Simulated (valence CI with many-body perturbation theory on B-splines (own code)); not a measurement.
# Co20+: fill in the table

Calculated by relativistic CI+MBPT: five valence electrons over a frozen Dirac-Fock core [He], a basis of 11 s, 11 p, 10 d, 8 f, 5 g, 2 h functions for each j, with the one-electron correlation potential Σ1, the two-electron term Σ2, the three-electron term Σ3, Breit, model QED; selected CI, second order for the rest, scaled by the run's own slope (own B-spline code, finite nucleus).

No measured levels were compared; by estimate levels of excited configurations hold to 0.05 to 0.15 % of their energy, terms of the ground configuration to about 0.5 %. Among the levels kept, up to 5400 cm⁻¹ of a level comes from second order outside the variational space, and about a tenth of that is noise between levels of different J, which matters for small intervals.

| Level | E (cm⁻¹) |
| --- | --- |
| 2s2 2p3 4S°_3/2 | 0 |
| 2s2 2p3 2D°_3/2 | ? |
| 2s2 2p3 2D°_5/2 | 191800 |
| 2s2 2p3 2P°_1/2 | 280660 |
| 2s2 2p3 2P°_3/2 | ? |
| 2s 2p4 4P_5/2 | 799080 |
| 2s 2p4 4P_3/2 | 879640 |
| 2s 2p4 4P_1/2 | ? |
| 2s 2p4 2D_3/2 | ? |
| 2s 2p4 2D_5/2 | 1128800 |
| 2s 2p4 2S_1/2 | ? |
| 2s 2p4 2P_3/2 | 1319000 |
| 2s 2p4 2P_1/2 | 1435300 |
| 2p5 2P°_3/2 | 2070400 |
| 2p5 2P°_1/2 | 2198200 |
| 2s2 2p2 3s 4P_1/2 | 7826000 |
| 2s2 2p2 3s 4P_3/2 | 7908300 |
| 2s2 2p2 3s 2P_1/2 | 7938900 |
| 2s2 2p2 3s 4P_5/2 | 7955200 |
| 2s2 2p2 3s 2P_3/2 | ? |

Names give the largest LS component (configuration and term), which can be under half, so a name can repeat, a term be missing and a line seem to break the LS rules; names also repeat where a configuration has a term twice.

(1) The levels stand in rising order. What does the calculation give for the missing energies?

## Answers

(1) 2s2 2p3 2D°_3/2 147250; 2s2 2p3 2P°_3/2 359460; 2s 2p4 4P_1/2 903290; 2s 2p4 2D_3/2 1107900; 2s 2p4 2S_1/2 1268400; 2s2 2p2 3s 2P_3/2 7986000.
